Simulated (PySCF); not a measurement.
# Electronic structure of Mg²⁺ (magnesium, charge +2) at the r2SCAN level

Configuration: [Ne], closed-shell 1S. Calculation: PySCF 2.14, in def2-TZVP; the non-relativistic Hamiltonian (point nucleus).

```
Total energy                                     : -199.2112 hartree
One-electron energy                              : -271.0266 hartree
Hartree (Coulomb) energy                         : 87.8633 hartree
Exchange-correlation energy                      : -16.0479 hartree
Kinetic energy                                   : 198.57173 hartree
⟨S²⟩                                             : 0.0000
⟨L²⟩                                             : 0.000
Sum of ⟨r⟩                                       : 5.740 bohr
Sum of ⟨r²⟩                                      : 4.753 bohr²
Density at the nucleus (Gaussians lack the cusp) : 1050 bohr⁻³
Langevin diamagnetic susceptibility              : -3.76 ×10⁻⁶ cm³/mol
Time after the integrals                         : 0.24 s of wall time on 1 thread of Neoverse-V1 (shared host)
```

```tsv
shell	electrons	mean orbital energy (eV)	rms radius, mean of both spins (bohr)
1s	2	-1287.2	0.152
2s	2	-102.63	0.760
2p	6	-68.023	0.769
```
